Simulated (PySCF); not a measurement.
Cartesian coordinates in Å; atom numbers follow the order of the lines, from 1:
```xyz
20

C     2.7570   -0.1307    0.8198
C     1.8914   -0.2978    0.0106
C     0.8394   -0.4930   -0.9719
C     0.2330    0.8538   -1.3966
C    -0.3549    1.6510   -0.2346
Si   -1.6920    0.6446    0.6632
C    -0.8487   -1.0497    0.8728
C    -0.1783   -1.4981   -0.4115
Cl   -1.4332   -1.8125   -1.6543
H     3.5219    0.0152    1.5229
H     1.2950   -0.9466   -1.8629
H    -0.5422    0.6622   -2.1409
H     1.0213    1.4370   -1.8817
H     0.4479    1.9083    0.4592
H    -0.7527    2.5905   -0.6183
H    -2.9109    0.5355   -0.1412
H    -1.9960    1.2044    1.9835
H    -0.0746   -0.9864    1.6400
H    -1.5536   -1.8160    1.1953
H     0.3250   -2.4610   -0.2664
```

Level of theory: shieldings: GIAO PBE0/pcSseg-1, GFN2-xTB geometry, in PySCF (no solvent model, no relativistic terms, a single conformation).

Scale: ¹³C (σref 186.93) vs TMS (reference shieldings calculated alike).

Do the ¹³C shifts follow the atomic charges (in e)? Tabulate both.

## Answers


| atoms | hybridisation | δ (ppm) | σ para (ppm) | Hirshfeld | IAO | Mulliken | ESP-fitted |
| --- | --- | --- | --- | --- | --- | --- | --- |
| C2 | sp | 89.8 | -167 | -0.02 | -0.03 | +0.33 | +0.10 |
| C1 | sp | 80.5 | -153 | -0.11 | -0.25 | -0.42 | -0.48 |
| C8 | sp3 | 65.9 | -123 | +0.02 | -0.07 | -0.22 | -0.20 |
| C3 | sp3 | 37.8 | -96 | -0.02 | -0.13 | -0.24 | -0.10 |
| C4 | sp3 | 25.7 | -84 | -0.07 | -0.24 | -0.15 | -0.02 |
| C7 | sp3 | 17.1 | -81 | -0.17 | -0.55 | -0.44 | -0.30 |
| C5 | sp3 | 5.3 | -68 | -0.16 | -0.54 | -0.51 | -0.23 |

Correlation coefficients of δ with charge over these carbons: Hirshfeld +0.59, IAO +0.78, Mulliken +0.61, ESP-fitted +0.09; with the paramagnetic shielding -0.99. Among the 5 sp3 carbons alone: Hirshfeld +0.91, IAO +0.89, Mulliken +0.68, ESP-fitted +0.20. With so few points, grouped by hybridisation, these coefficients are fragile. Charge is one influence among several: hybridisation and low-lying excitations act through the paramagnetic term.

Carbons that carry Cl, above all several Cl atoms, come out too deshielded, partly because spin–orbit coupling is missing. Shifts are as computed. Against solution values, carbons near 30 ppm lie about +3 ppm off and those near 130 ppm about +5 ppm; carbons on Cl a further +6 ppm. Of 1309 compounds with measured shifts, 239 miss one by over three times the rms of a fit or turn the order of signals round; such compounds aren't used in these exercises.
